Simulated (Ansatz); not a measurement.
Problem. Name a neutral molecule of B, C, Cl, S and H with HOMO energy (PBE/def2-TZVPP) between -6.65 and -6.35 eV and LUMO energy (PBE0/def2-TZVPP) between -1.25 and -0.95 eV (Ansatz, PBE0-D4/def2-TZVP geometry).

Solution. `ClB1CS1` (-6.53 eV, -1.11 eV). Other molecules can fit too; these were computed, each in one conformer that needn't be the lowest.
